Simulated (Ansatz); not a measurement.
A structure relaxed at PBE-D4/def2-SVP in Ansatz, charge 0, singlet:

| atom | x (Å) | y (Å) | z (Å) |
| --- | --- | --- | --- |
| Ge1 | 1.224 | -0.713 | 0.140 |
| Ge2 | -1.184 | -3.602 | -1.551 |
| Ge3 | -0.684 | 2.210 | 0.548 |
| Te4 | -1.856 | -1.299 | -2.456 |
| Te5 | 0.186 | 0.398 | 2.340 |
| Te6 | -2.761 | 1.501 | 1.754 |
| Te7 | 3.140 | 0.180 | 1.515 |
| Te8 | 0.978 | 3.774 | -0.406 |
| Te9 | -0.026 | 0.816 | -1.733 |
| Te10 | 0.984 | -3.266 | -0.152 |

Question: Give its formula.

Answer: Ge₃Te₇.

Question: Summarise the bond lengths by kind (pairs closer than 1.2 times the sum of covalent radii, bridged metal pairs left out).

Answer: 10 × Ge–Te 2.47 to 2.75 Å; 3 × Te–Te 2.89 to 3.20 Å.

In the def2 sets Te takes a core potential; there is no spin–orbit coupling. Another isomer (singlet) lies 0.76 eV lower at PBE0-D4/def2-SVP; other spin states weren't run for this one.
